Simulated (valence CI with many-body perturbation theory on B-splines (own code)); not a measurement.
Hyperfine factors and g values of Sb XIX

Calculated by valence CI with perturbative core correlation (CI+MBPT): five valence electrons over a frozen Dirac-Fock core [Ar] 3d10, radial functions for each j: 11 s, 11 p, 10 d, 8 f, 5 g, 2 h, with the one-electron correlation potential Σ1 (screened to all orders), the two-electron term Σ2, the three-electron term Σ3, Breit, model QED; selected single and double excitations, second order for the rest, scaled by the run's own slope (own B-spline code, finite nucleus).

No measured levels were compared; by estimate levels hold to about 250 cm⁻¹ or 0.2 % of their energy and the worst to 1 %, as in measured heavy ions of charge 2 to 7; those with d or f electrons hold less well. Among the levels kept, up to 2100 cm⁻¹ of a level comes from second order outside the variational space, and about a tenth of that is noise between levels of different J, which matters for small intervals.

A/g_I is the dipole constant over the nuclear g factor μ/I (μ in nuclear magnetons, uniformly magnetised nucleus), B/Q the quadrupole constant per barn. Both hold the static response of the core; the bare values leave it out. Large factors of s and p1/2 electrons are usually good to 5 to 10 %; those of open d and f shells near neutrality can be off by tens of per cent, and small factors of p3/2, d and f electrons come from cancelling terms and can be off by a factor of two or in sign, in half-filled shells by more. B is blank for J = 1/2, where it vanishes, and for nearly pure S terms. Energies count from the lowest level.

Names give the largest LS component (configuration and term), which can be under half, so a name can repeat, a term be missing and a line seem to break the LS rules; names also repeat where a configuration has a term twice. Letters in brackets count levels of one name in rising energy.

```
                Level  E (eV)      g  A/g_I (MHz)  A/g_I bare  B/Q (MHz/b)  B/Q bare
      4s2 4p3 4S°_3/2    0.00  1.560         8390        7750        13000     12200
      4s2 4p3 2D°_3/2    9.26  1.314         1720        1560         9820      9270
      4s2 4p3 2D°_5/2   11.94  1.199        22000       20900        -60.2     -50.2
      4s2 4p3 2P°_1/2   15.65  0.664        66600       63400                       
      4s2 4p3 2P°_3/2   24.82  1.258        11500       10800       -22800    -21500
        4s 4p4 4P_5/2   52.72  1.548        51100       48500        12700     12000
        4s 4p4 4P_3/2   58.74  1.504         9050        8600       -15400    -14500
        4s 4p4 4P_1/2   59.40  2.465       159000      151000                       
        4s 4p4 2D_3/2   65.84  1.133        13100       12500       -18800    -17800
        4s 4p4 2D_5/2   68.80  1.249        59500       56600       -32700    -30800
    4s 4p4 2P_1/2 [a]   73.73  1.493        28900       27500                       
        4s 4p4 2P_3/2   74.46  1.041         4410        4220         4150      3920
    4s2 4p2 4d 4F_3/2   76.24  0.801         5270        5130         5150      4850
    4s2 4p2 4d 4F_5/2   78.78  1.157         2110        2120         7520      7060
    4s2 4p2 4d 2F_5/2   83.44  0.943        16900       16100        -6630     -6260
    4s2 4p2 4d 4D_1/2   83.65  0.597        76700       73200                       
    4s2 4p2 4d 4F_7/2   84.97  1.200         7730        7370         6740      6330
    4s2 4p2 4d 4D_3/2   85.36  1.039        10900       10400       -10400     -9810
4s2 4p2 4d 2F_7/2 [a]   85.71  1.253         5630        5390        18500     17500
    4s 4p4 2P_1/2 [b]   86.65  0.833        99100       94400                       
    4s2 4p2 4d 4F_9/2   87.95  1.251        11000       10500         4560      4260
    4s2 4p2 4d 4D_5/2   89.00  1.190        10500       10100        -9850     -9300
4s2 4p2 4d 2P_3/2 [a]   90.50  1.225        -5710       -5400         -396      -392
    4s2 4p2 4d 2G_7/2   93.19  1.042        12600       12000        18700     17600
    4s2 4p2 4d 4P_5/2   93.82  1.447         5000        4760        -66.4     -56.0
    4s2 4p2 4d 4P_3/2   94.60  1.445         7540        7210        -5240     -4940
    4s2 4p2 4d 4P_1/2   94.82  2.015        33300       31600                       
4s2 4p2 4d 2D_3/2 [a]   97.18  0.911        14500       13900         8920      8410
4s2 4p2 4d 2F_7/2 [b]   97.97  1.216         6160        5890         6770      6370
4s2 4p2 4d 2D_5/2 [a]   99.23  1.107         2440        2350        15000     14200
    4s2 4p2 4d 2G_9/2   99.38  1.192         6980        6690        24100     22700
4s2 4p2 4d 2P_1/2 [a]   99.45  1.001       -11700      -11200                       
4s2 4p2 4d 2P_1/2 [b]  102.28  1.019        -6630       -6350                       
4s2 4p2 4d 2D_3/2 [b]  103.37  1.066         8590        8150        -7590     -7160
4s2 4p2 4d 2D_5/2 [b]  104.24  1.163        11000       10500        -6380     -6020
4s2 4p2 4d 2D_5/2 [c]  106.64  1.204         3360        3300        27300     25700
4s2 4p2 4d 2F_7/2 [c]  107.67  1.127         9780        9320        -2530     -2380
4s2 4p2 4d 2P_3/2 [b]  108.94  1.182         5280        5120        -2510     -2350
    4s2 4p2 4d 2S_1/2  109.04  1.906        36200       34700                       
4s2 4p2 4d 2D_3/2 [c]  112.95  0.907         5480        5380         6020      5680
```

(1) Take the isotope of mass number 121, with I = 5/2, μ = 3.358 μN and Q = -0.543 b. What is the hyperfine structure of 4s2 4p3 2P°_3/2?

Answers

(1) From the table A = 15400 MHz, B = 12400 MHz. Shifts from the centre of gravity in MHz: F = 1: -72200, F = 2: -51300, F = 3: -10700, F = 4: 60800.
